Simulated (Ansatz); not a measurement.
System: C₃H₉Ge, charge 0, multiplicity 2. It need not be the lowest isomer of its formula. 
Geometry from a B3LYP-D3(BJ)/def2-TZVP (Ansatz, a first-principles code) optimisation:
```
Ge
H 1 1.5471
C 1 1.9341 2 108.65
H 3 1.0836 1 122.68 2 -31.66
H 3 1.0843 4 115.30 1 178.19
C 1 1.9674 2 110.23 3 120.08
H 6 1.0896 1 110.71 2 -58.74
H 6 1.0902 7 108.68 1 -121.43
H 6 1.0907 7 108.60 8 -117.83
C 1 1.9740 2 108.57 3 -120.22
H 10 1.0895 1 110.57 2 60.03
H 10 1.0902 11 108.66 1 -120.80
H 10 1.0906 11 108.79 12 -118.32
```
Charge 0, spin multiplicity 2.

Dipole moments at this geometry, in debye (magnitudes).

| level | program | dipole (D) |
|---|---|---|
| PBE/def2-TZVPD | Ansatz | 0.53 |
| BLYP/def2-TZVPD | Ansatz | 0.53 |
| revPBE/def2-TZVPD | Ansatz | 0.53 |
| r2SCAN/def2-TZVPD | Ansatz | 0.53 |
| B97M-V/def2-TZVPD | Ansatz | 0.57 |
| PBE0/def2-TZVPD | Ansatz | ___ |
| r2SCANh/def2-TZVPD | Ansatz | 0.52 |
| r2SCAN0/def2-TZVPD | Ansatz | 0.51 |
| HSE06/def2-TZVPD | Ansatz | 0.51 |
| CAM-B3LYP/def2-TZVPD | Ansatz | 0.47 |
| wB97M-V/def2-TZVPD | Ansatz | 0.48 |
| wB97X-V/def2-TZVPD | Ansatz | 0.49 |
| CCSD(T)/aug-cc-pVDZ | Ansatz | ___ |

Question: Some entries are withheld; supply them.

Answer: 
- PBE0/def2-TZVPD, dipole (D): 0.50
- CCSD(T)/aug-cc-pVDZ, dipole (D): 0.47
